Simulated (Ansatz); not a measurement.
One change: `[OH][InH][Br]` becomes `[OH][InH][F]`.

Ansatz, PBE0-D4/def2-TZVP geometries, multiplicity 1. Each molecule was computed in one conformer, which needn't be the lowest.

Elements past krypton have def2 core potentials. Scalar relativity is left out up to krypton.

```
                                        property  `[OH][InH][Br]`
  size of the dipole moment (PBE/def2-TZVPP) / D             3.18
               HOMO energy (PBE/def2-TZVPP) / eV            -6.88
            HOMO–LUMO gap (PBE0/def2-TZVPP) / eV             6.62
           LUMO energy (ωB97M-V/def2-TZVPP) / eV            -0.05
size of the dipole moment (B3LYP/def2-TZVPP) / D             3.35
           HOMO energy (ωB97M-V/def2-TZVPP) / eV           -10.38
```

(1) What does the change do to each property? (Estimate.)

Answers

(1) Ansatz gave: 
| property | `[OH][InH][F]` | shift |
| --- | --- | --- |
| size of the dipole moment (PBE/def2-TZVPP) / D | 3.91 | 0.73 |
| HOMO energy (PBE/def2-TZVPP) / eV | -7.25 | -0.37 |
| HOMO–LUMO gap (PBE0/def2-TZVPP) / eV | 7.49 | 0.87 |
| LUMO energy (ωB97M-V/def2-TZVPP) / eV | 0.05 | 0.10 |
| size of the dipole moment (B3LYP/def2-TZVPP) / D | 4.15 | 0.80 |
| HOMO energy (ωB97M-V/def2-TZVPP) / eV | -11.33 | -0.95 |

With PBE0 the HOMO falls by 0.74 eV and the LUMO rises by 0.14 eV, so the gap widens by about 0.88 eV. PBE moves the HOMO by -0.37 eV and ωB97M-V by -0.95 eV. Dipoles are sizes alone; their direction can turn.

B3LYP here is the variant with VWN-RPA as its local correlation; programs differ in this.

Spin–orbit coupling is left out; it splits and shifts lone-pair levels of the heavy atoms by tenths of an eV.
